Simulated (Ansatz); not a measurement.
Reaction (substitution at a C–Sn bond): `C=[C](F)[SnH2][CH3]` + `[SiH3]S` → `C=C(F)S[SiH3]` + `[CH3][SnH3]`

Program: Ansatz. Geometries: PBE0-D4/def2-TZVP. ΔE: electronic, gas phase. CCSD(T)/CBS adds triple-zeta CCSD(T) − MP2 to the extrapolated MP2 energy (def2 sets, frozen cores). Functionals use def2-TZVPP. Elements past krypton have def2 core potentials. For Sn outer-core shells are correlated without core-valence functions, which leaves a few kJ/mol of doubt a bond. One conformer a species, not always the lowest.

```csv
level,ΔE (kJ/mol)
PBE0-D4,14.8
PBE,13.9
MP2/def2-TZVPP,23.8
MP2/CBS(def2),26.6
```

(1) What does CCSD(T)/CBS give? (An estimate is asked.)

Largest T1 diagnostic among the species: 0.013.

## Answers

(1) Computed: +28.4 kJ/mol. The listed levels differ from it by -13.6, -14.5, -4.6, -1.8 kJ/mol.
